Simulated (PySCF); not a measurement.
SiOF2, SMILES O=[Si](F)F. Coordinates come from a B3LYP-D3(BJ)/def2-TZVP optimisation.

Computed with B3LYP-D3(BJ)/def2-TZVP (PySCF 2.14.0).

Harmonic wavenumbers (cm⁻¹): 334, 347, 360, 825, 989, 1327. Rotational constants (GHz): 8.600, 7.292, 3.946; symmetry number 2.

Question: Work out the zero-point energy and the ideal-gas rigid-rotor harmonic-oscillator thermochemistry at 298.15 K and 1 atm.

Answer: ZPE = ½ Σ hcν = ½ × 4182 cm⁻¹ = 5.98 kcal/mol. H − E(el) = 9.11 kcal/mol. Entropy in cal/(mol K): translation 39.13, rotation 23.30, vibration 3.85, total 66.28. G − E(el) = -10.65 kcal/mol. Cp = 13.83 cal/(mol K).
